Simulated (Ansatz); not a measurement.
```yaml
atoms:
  - { symbol: C, position_ang: [0.0288, -0.1193, 0.0065] }
  - { symbol: F, position_ang: [0.7759, 0.8348, 0.8357] }
  - { symbol: F, position_ang: [0.8250, -0.7542, -0.6747] }
  - { symbol: F, position_ang: [-0.7338, 0.8072, -0.8619] }
  - { symbol: F, position_ang: [-0.8536, -0.7807, 0.7746] }
```

Basis set: cc-pVDZ (spherical functions). Left uncorrelated: 5 orbitals. Charge 0, multiplicity 1.

Computed with Ansatz (development build ahead of 0.2.0); each method stands on the lowest determinant of its kind that the runs found. Restricted open shells among the atoms or ions are ROHF, correlated in semicanonical orbitals with singles.

Problem. Give the atomization energy at this shape (free ground-state atoms in the same class of orbitals less the molecule, no zero-point energy) of singlet CF4 by RHF-MP2, RHF.

Solution.

```tsv
method	atomization energy
RHF-MP2	436.79 kcal/mol
RHF	278.15 kcal/mol
```

Caution: stretched shape with no unrestricted run beside it, a lower state can exist. Caution for RHF-MP2: bonds are stretched, where a single reference can fail.
